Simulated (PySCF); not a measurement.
**Fe: excitation energy**

Fe [Ar] 3d6 4s2 (5D) → Fe [Ar] 3d8 (3F), as a difference of total energies. Computed with PySCF 2.14 in def2-TZVPPD, with no relativity, point nucleus. Correlated levels: valence and next inner shell: [Ne] frozen. The calculations carry no spin-orbit coupling.

```tsv
method	excitation energy (cm⁻¹)
UHF	60080
MP2 (valence and next inner shell)	18107
SCS-MP2 (valence and next inner shell)	21510
CCSD (valence and next inner shell)	36855
CCSD(T) (valence and next inner shell)	34242
```

These non-relativistic numbers lack the scalar-relativistic shift.

Errors of the correlated levels include the incompleteness of this basis and the frozen core.

For comparison: 32863 cm⁻¹ (measured; NIST levels, between the centres of gravity of the two terms).
